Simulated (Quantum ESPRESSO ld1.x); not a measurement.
Q: Radial electron density D(r) = 4 pi r^2 rho(r) of an atom or ion with 11 electrons. Method: scalar-relativistic Kohn-Sham, LDA (Slater exchange, VWN5 correlation), spin-polarised, spherical densities, point nucleus; computed with ld1.x of Quantum ESPRESSO 7.5.

```
   r/bohr * D(r) (the largest magnitude, 13.3, reaches the edge; | marks zero)
  0.01669 |          *
  0.01882 |            *
  0.02139 |               *
  0.02431 |                  *
  0.02741 |                     *
  0.03115 |                         *
   0.0354 |                              *
  0.03992 |                                  *
  0.04537 |                                       *
  0.05157 |                                           *
  0.05814 |                                               *
  0.06608 |                                                   *
   0.0751 |                                                     *
  0.08468 |                                                      *
  0.09624 |                                                      *
   0.1094 |                                                    *
   0.1233 |                                                *
   0.1402 |                                            *
   0.1593 |                                       *
   0.1796 |                                   *
   0.2041 |                                *
    0.232 |                              *
   0.2637 |                              *
   0.2973 |                                 *
   0.3379 |                                    *
   0.3841 |                                        *
    0.433 |                                           *
   0.4922 |                                             *
   0.5594 |                                            *
   0.6307 |                                        *
   0.7168 |                                   *
   0.8147 |                            *
   0.9186 |                     *
    1.044 |               *
    1.187 |         *
    1.338 |      *
    1.521 |   *
    1.728 |  *
    1.949 | *
    2.215 | *
    2.517 | *
    2.838 | *
    3.226 |*
    3.666 |*
    4.167 |*
    4.698 *
    5.339 *
    6.068 *
    6.842 *
    7.776 *
    8.838 *
```

What is the nuclear charge?

A: Z = 12. The innermost maximum, from 1s, lies near gamma/Z bohr with gamma = sqrt(1 - (Z/c)^2) = 0.996, here 0.083 bohr (found: 0.0874), and its height grows with Z. The density is that of the magnesium ion Mg+ in [Ne] 3s1; the configuration itself is not fixed sharply by these data, and Z only to about a unit. D(r) has 2 maxima, at r = 0.0874, 0.500 bohr, and minima at 0.240 bohr, inside which lie 2.21 electrons.
